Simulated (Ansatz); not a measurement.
Cu₁₂S. Total charge 0; singlet. Geometry r2SCAN-D4/def2-SVP.

```xyz
13

S     0.874   -2.816   -1.061
Cu    1.920   -0.928   -0.527
Cu    0.236    2.531    0.521
Cu   -0.462   -0.983   -1.344
Cu    0.359    0.203    0.899
Cu    0.876    1.114   -1.360
Cu   -1.902   -0.742    0.679
Cu    2.433    1.235    0.385
Cu    0.035   -2.158    0.887
Cu   -0.794    0.882   -2.932
Cu   -0.655   -0.831    2.776
Cu   -1.485    1.342    1.742
Cu   -1.435    1.151   -0.666
```

B3LYP takes the VWN-RPA correlation. Single mean-field runs in def2-TZVP are fitted with def2-universal-jkfit. The restricted singlet is unstable towards broken spin symmetry in Hartree–Fock (as tested in another run); at PBE-D4/def2-SVP, PBE-D4/def2-TZVP, B3LYP-D4/def2-TZVP, PBE0-D4/def2-SVP and others this wasn't settled. The structure comes from a short search, and lower isomers may exist.

**Question.** Estimate the orbital energies around the gap (eV) in Ansatz with PBE-D4/def2-SVP, PBE-D4/def2-TZVP, B3LYP-D4/def2-TZVP, PBE0-D4/def2-SVP, PBE0-D4/def2-TZVP.

**Answer.** 
```json
{"orbital": "HOMO−5", "PBE-D4/def2-SVP": "-5.30", "PBE-D4/def2-TZVP": "-5.66", "B3LYP-D4/def2-TZVP": "-6.73", "PBE0-D4/def2-SVP": "-6.59", "PBE0-D4/def2-TZVP": "-6.88"}
{"orbital": "HOMO−4", "PBE-D4/def2-SVP": "-5.26", "PBE-D4/def2-TZVP": "-5.61", "B3LYP-D4/def2-TZVP": "-6.66", "PBE0-D4/def2-SVP": "-6.46", "PBE0-D4/def2-TZVP": "-6.75"}
{"orbital": "HOMO−3", "PBE-D4/def2-SVP": "-5.04", "PBE-D4/def2-TZVP": "-5.34", "B3LYP-D4/def2-TZVP": "-6.20", "PBE0-D4/def2-SVP": "-6.08", "PBE0-D4/def2-TZVP": "-6.32"}
{"orbital": "HOMO−2", "PBE-D4/def2-SVP": "-4.93", "PBE-D4/def2-TZVP": "-5.23", "B3LYP-D4/def2-TZVP": "-6.05", "PBE0-D4/def2-SVP": "-5.92", "PBE0-D4/def2-TZVP": "-6.17"}
{"orbital": "HOMO−1", "PBE-D4/def2-SVP": "-4.58", "PBE-D4/def2-TZVP": "-4.88", "B3LYP-D4/def2-TZVP": "-5.41", "PBE0-D4/def2-SVP": "-5.19", "PBE0-D4/def2-TZVP": "-5.46"}
{"orbital": "HOMO", "PBE-D4/def2-SVP": "-3.92", "PBE-D4/def2-TZVP": "-4.22", "B3LYP-D4/def2-TZVP": "-4.53", "PBE0-D4/def2-SVP": "-4.26", "PBE0-D4/def2-TZVP": "-4.54"}
{"orbital": "LUMO", "PBE-D4/def2-SVP": "-3.42", "PBE-D4/def2-TZVP": "-3.70", "B3LYP-D4/def2-TZVP": "-3.19", "PBE0-D4/def2-SVP": "-2.73", "PBE0-D4/def2-TZVP": "-2.96"}
{"orbital": "LUMO+1", "PBE-D4/def2-SVP": "-3.33", "PBE-D4/def2-TZVP": "-3.62", "B3LYP-D4/def2-TZVP": "-3.07", "PBE0-D4/def2-SVP": "-2.61", "PBE0-D4/def2-TZVP": "-2.86"}
{"orbital": "LUMO+2", "PBE-D4/def2-SVP": "-3.12", "PBE-D4/def2-TZVP": "-3.41", "B3LYP-D4/def2-TZVP": "-2.84", "PBE0-D4/def2-SVP": "-2.36", "PBE0-D4/def2-TZVP": "-2.61"}
{"orbital": "LUMO+3", "PBE-D4/def2-SVP": "-2.56", "PBE-D4/def2-TZVP": "-2.92", "B3LYP-D4/def2-TZVP": "-2.31", "PBE0-D4/def2-SVP": "-1.76", "PBE0-D4/def2-TZVP": "-2.12"}
{"orbital": "LUMO+4", "PBE-D4/def2-SVP": "-2.07", "PBE-D4/def2-TZVP": "-2.40", "B3LYP-D4/def2-TZVP": "-1.77", "PBE0-D4/def2-SVP": "-1.23", "PBE0-D4/def2-TZVP": "-1.54"}
{"orbital": "LUMO+5", "PBE-D4/def2-SVP": "-1.99", "PBE-D4/def2-TZVP": "-2.25", "B3LYP-D4/def2-TZVP": "-1.67", "PBE0-D4/def2-SVP": "-1.20", "PBE0-D4/def2-TZVP": "-1.42"}
```
